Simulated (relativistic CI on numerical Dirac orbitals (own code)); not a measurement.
## How well does a small relativistic CI reproduce Pr IV?

Calculated at this level of theory: Dirac-Coulomb-Breit CI, separate exchange-only KLI orbitals for each configuration, model QED (radiative potential, 1s self-energy scaled to tabulated hydrogen-like ionisation energies), valence Slater integrals scaled by 0.85, configuration energies shifted to the measured levels that pair with them (semi-empirical) (own radial code, finite nucleus).

CI space (outside the closed core [Kr] 4d10 5s2): 4f2 5p6, 4f 5p6 5d, 4f 5p6 6s, 4f 5p6 6p, 4f 5p6 6d, 4f 5p6 5f, 5p6 5d2, 4f2 5p5 5d, 4f4 5p4, 4f3 5p5, 4f 5p6 7s, 4f 5p5 5d2, 4f2 5p5 5f, 4f 5p6 7p, 5p6 5d 6s, 5p6 5f2, 4f2 5p5 5g, 4f2 5p5 6s, 4f 5p6 6f, 4f 5p6 7d, 5p6 5d 5f, 4f 5p6 5g, 5p6 5d 6p, 5p6 5g 6p, 4f2 5p5 6p, 4f 5p6 7f, 5p6 6s2, 5p6 5g2, 5p6 5d 5g, 4f3 5p4 6s. Levels of other configurations are missing.

```
Configuration  Term (tabulated)  J  Measured (cm⁻¹)  Computed  Error  Purity (%)
      4f2 5p6                3H  4              0.0         0      0          96
      4f2 5p6                3H  5           2152.1      2035   -117          99
      4f2 5p6                3H  6           4389.1      4158   -231          98
      4f2 5p6                3F  2           4996.6      5484    487          97
      4f2 5p6                3F  3           6415.2      6788    373          98
      4f2 5p6                1D  2          17334.4     18845   1511          90
      4f2 5p6                3P  0          21389.8     23443   2054          97
      4f2 5p6                3P  1          22007.5     24002   1995          98
      4f2 5p6                1I  6          22211.5     23062    850          98
      4f2 5p6                3P  2          23160.6     25019   1859          92
    4f 5p6 5d               1G°  4          61170.9     61145    -26          69
    4f 5p6 5d               3F°  2          61457.5     61461      3          80
    4f 5p6 5d               3G°  3          63355.9     63037   -319          69
    4f 5p6 5d               3H°  4          63580.6     63581      0          75
    4f 5p6 5d               3F°  3          64123.5     63622   -502          74
    4f 5p6 5d               3H°  5          65239.4     65266     27          98
    4f 5p6 5d               1D°  2          65321.7     65684    362          69
    4f 5p6 5d               3G°  4          65639.9     65156   -484          82
    4f 5p6 5d               3F°  4          66518.0     65892   -626          68
    4f 5p6 5d               3D°  1          66967.7     67267    299          94
    4f 5p6 5d               3G°  5          67899.3     67268   -631          97
    4f 5p6 5d               3H°  6          68077.8     67908   -170          99
    4f 5p6 5d             3D° †  2          68411.5     68648    237          89
    4f 5p6 5d             3D° †  3          68495.6     68434    -62          56
    4f 5p6 5d               3P°  1          70755.3     71070    315          92
    4f 5p6 5d               3P°  0          70842.9     71108    265          98
    4f 5p6 5d               3P°  2          72185.1     72470    285          93
    4f 5p6 5d               1H°  5          75265.7     75107   -159          96
    4f 5p6 5d               1P°  1          78776.4     78827     50          91
    4f 5p6 6s        (5/2,1/2)°  2         100258.5    100300     41          99
    4f 5p6 6s        (5/2,1/2)°  3         100543.9    100608     64          69
    4f 5p6 6s        (7/2,1/2)°  4         103271.4    103187    -84          99
    4f 5p6 6s        (7/2,1/2)°  3         103753.8    103713    -41          69
    4f 5p6 6p         (5/2,1/2)  3         136850.9    137256    405          57
    4f 5p6 6p         (5/2,1/2)  2         137175.0    137419    244          70
    4f 5p6 6p         (7/2,1/2)  3         139875.3    140000    125          56
    4f 5p6 6p         (5/2,3/2)  3         141254.0    141413    159          40
    4f 5p6 6p         (5/2,3/2)  2         142331.6    142318    -13          54
    4f 5p6 6p         (5/2,3/2)  1         142997.3    142997      0          98
    4f 5p6 6p         (7/2,3/2)  3         144943.3    144843   -101          64
    4f 5p6 6p         (7/2,3/2)  5         145281.2    145276     -5          98
    4f 5p6 6p         (7/2,3/2)  2         146577.1    146384   -193          63
```

Measured levels from Martin, Zalubas and Hagan, Atomic Energy Levels: The Rare-Earth Elements, NSRDS-NBS 60 (1978); pairs were made by configuration, J and term (by order where the table uses no LS term), so strongly mixed levels may be paired wrongly.

Mean error by configuration (cm⁻¹): 4f2 5p6 975; 4f 5p6 5d -77; 4f 5p6 6s -5; 4f 5p6 6p 69. Over the excited levels the mean absolute error is 397 cm⁻¹ (41 of the 45 excited levels that our extract of the source holds in range could be paired, and the others can miss by more), and the median relative error of those above 1,000 cm⁻¹ is 0.3 %, both after the shifts were fitted to these levels, so that a configuration with one level shows no error. Some levels of the ground configuration have no partner. † marks terms whose computed intervals miss the measured ones by more than a factor of 2.5, or configurations far off the rest, from wrong mixing, a near crossing or a doubtful label or measurement; they are left out of the means.

Configurations whose levels could be paired with our table of measured levels were shifted onto them, all but the ground configuration, by the median error of their levels; single terms can still be off by 1,000 to 2,000 cm⁻¹ or more, and rates follow the energies as ν³ (E1, M1) or ν⁵ (E2). The others borrow a shift and can be off by several thousand cm⁻¹ or more. The fine structure of a lone outer electron comes out too small, for d and f at times inverted, and misplaced configurations move strength between like terms. 41 of the 45 excited levels that our extract of the measured tables holds in this range could be paired (the sources list more); they are missed by 385 cm⁻¹ on average and 2054 at most, after the shifts were fitted to these levels, and levels without a partner can miss by more. Some levels of the ground configuration have no partner and can miss by 10 % or more.

Shifts applied (cm⁻¹): 4f2 5p6 0; 4f 5p6 5d 1712; 4f 5p6 6s -1133; 4f 5p6 6p -1500; 4f 5p6 6d -451.
